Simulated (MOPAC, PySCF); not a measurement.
[Cd(NH2)2], neutral singlet in the gas phase. 

Cartesian coordinates (Å):
```xyz
7

Cd     0.1542     0.1743    -0.0206
N      1.5183    -1.2889    -0.3091
H      1.8227    -1.7135     0.5788
H      2.3763    -0.9238    -0.7458
N     -1.4114     1.4099     0.3061
H     -2.0204     1.4899    -0.5209
H     -1.0977     2.3696     0.5087
```
Charge 0, spin multiplicity 1.

All levels are single points at this geometry (PBE-D3(BJ)/def2-SVP); Pople sets use spherical d functions. Orbital energies aren't observables, and empty levels follow the basis.

PBE/6-31G* (LANL2DZ on Cd) in PySCF gives dipole (D) = 1.78.

### Question
Estimate the dipole (D) from each of these levels: B3LYP-D3(BJ)/def2-TZVP in PySCF; TPSSh-D3(BJ)/def2-TZVP in PySCF; B3LYP/LANL2DZ in PySCF; SVWN5/6-31G* (LANL2DZ on Cd) in PySCF; PM6 in MOPAC.

### Answer

| level | dipole (D) |
|---|---|
| B3LYP-D3(BJ)/def2-TZVP in PySCF | 1.78 |
| TPSSh-D3(BJ)/def2-TZVP in PySCF | 1.74 |
| B3LYP/LANL2DZ in PySCF | 2.39 |
| SVWN5/6-31G* (LANL2DZ on Cd) in PySCF | 1.86 |
| PM6 in MOPAC | 3.24 |
